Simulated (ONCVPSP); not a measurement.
## barium (Ba): one change to an ONCV potential, before and after

* Element: barium (Ba)
* Generator: ONCVPSP 4.0.1
* Type: optimised norm-conserving Vanderbilt (ONCV)
* Functional: LDA (Perdew-Wang 92)
* Relativity: scalar-relativistic
* Frozen core: [Xe]
* Valence charge: 2
* Reference configuration: 6s1.5 6p0.5
* Partial waves: 6s: rc 3.70 bohr, ncon 3, nbas 7, qcut 1.7 1/bohr, local; 6p: rc 3.70 bohr, ncon 3, nbas 8, qcut 2.1 1/bohr, 2 projectors, debl 3.3 Ha; d scattering state at 0.08 Ha: rc 3.75 bohr, ncon 4, nbas 7, qcut 2.3 1/bohr, 2 projectors, debl 3.3 Ha
* Local potential: the s channel
* Core correction: Teter function, fcfact 5, rcfact 1.6

In the d channel the program set the typed energies aside and used -0.094, 3.206 Ha.

All-electron outer shells of the reference configuration (LDA (PZ), scalar-relativistic, ld1.x):

```
shell  level (eV)  outermost node (bohr)  outermost maximum (bohr)
   5p      -19.38                   0.86                      1.67
   6s       -3.67                   1.96                      4.00
   6p       -1.55                   2.35                      5.34
```

Change: p: ncon 5, nbas 10.

Cutoffs: the cutoffs (Ha) at which the residual kinetic energy of the hardest occupied pseudo-wave falls to 1 and 0.1 mHa per electron; they do not see the model core or the augmentation charge, which bear on the density cutoff. Errors are all-electron minus pseudo energies relative to the spin-unpolarised reference configuration.

Task: How do hardness, ghosts and transferability respond?

Result: The potential gets harder (1.3 Ha and 9.0 Ha → 9.2 Ha and 23 Ha); of the 4 tests that both files solve, the error grows in 1 and shrinks in 1 by more than 15 % and 0.3 meV (median size 5.7 → 6.0 meV); neither file shows a bound ghost.

| quantity | base | changed |
| --- | --- | --- |
| cutoff, loose | 1.3 Ha | 9.2 Ha |
| cutoff, tight | 9.0 Ha | 23 Ha |
| loose cutoff by channel | s 1.3 Ha, p 0.7 Ha | s 1.3 Ha, p 9.2 Ha |
| bound ghosts | none | none |
| GHOST(+) flags under 300 eV | none | none |
| error for 6s2 6p0, meV [ΔE -1.05 eV] | -2.7 | -1.8 |
| error for 6s1 6p0, meV [ΔE 4.49 eV] | -47 | -47 |
| error for 6s1.5 6p0, meV [ΔE 1.16 eV] | -8.7 | -8.3 |
| error for 5d0.5 6s1.5 6p0, meV [ΔE -0.40 eV] | +1.9 | +3.8 |
| s: phases at 3.76 bohr within 0.05 rad from the reference energy up to (Ha; the scan ends near 5) | 0.6 | 0.6 |
| p: phases at 3.76 bohr within 0.05 rad from the reference energy up to (Ha; the scan ends near 5) | 0.1 | 0.0 |
| d: phases at 3.81 bohr within 0.05 rad from the reference energy up to (Ha; the scan ends near 5) | 0.1 | 0.1 |
| rms error of d²Exc/dni dnj with the model core, mHa | 2.85 | 2.91 |

Base: The cutoffs count occupied waves only; projector 2 of the p channel, the hardest unoccupied one, needs 21 Ha at the loose tolerance. Changed file: The cutoffs count occupied waves only; projector 2 of the p channel, the hardest unoccupied one, needs 27 Ha at the loose tolerance.
